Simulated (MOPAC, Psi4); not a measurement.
Two rigid molecules brought together: HCl ··· CH3Cl (SMILES Cl and CCl). Monomers: optimised at B3LYP-D3(BJ) (def2-TZVP), held rigid. Orientation: lowest of the rigid-body minima from ten starts at GFN2-xTB. Only R, the distance of the centres of mass, is varied, so the lowest point isn't the relaxed dimer.

PBE/def2-TZVP, counterpoise-corrected (Psi4); AM1, restricted, heats of formation (MOPAC); PBE-D3(BJ)/def2-TZVP, counterpoise-corrected (Psi4); SAPT0/jun-cc-pVDZ, frozen core (Psi4).

Interaction energies in kcal/mol:

| R / Å | PBE/def2-TZVP | AM1 | PBE-D3(BJ)/def2-TZVP |
|---|---|---|---|
| 2.85 | 10.10 | 13.10 | 8.60 |
| 3.04 | 1.86 | 2.88 | 0.47 |
| 3.23 | -1.70 | -0.56 | -2.97 |
| 3.43 | -3.00 | -1.36 | -4.14 |
| 3.62 | -3.17 | -1.45 | -4.17 |
| 3.86 | -2.81 | -1.33 | -3.65 |
| 4.14 | -2.21 | -1.01 | -2.87 |
| 4.41 | -1.68 | -0.71 | -2.19 |
| 4.93 | -0.95 | -0.42 | -1.24 |
| 5.66 | -0.44 | -0.25 | -0.57 |
| 6.67 | -0.19 | -0.14 | -0.24 |
| 7.94 | -0.09 | -0.07 | -0.11 |

Q: What does SAPT0/jun-cc-pVDZ give at the same points?

A: 2.85: 12.53; 3.04: 4.02; 3.23: -0.05; 3.43: -1.92; 3.62: -2.54; 3.86: -2.56; 4.14: -2.17; 4.41: -1.73; 4.93: -1.06; 5.66: -0.56; 6.67: -0.27; 7.94: -0.13 (kcal/mol).
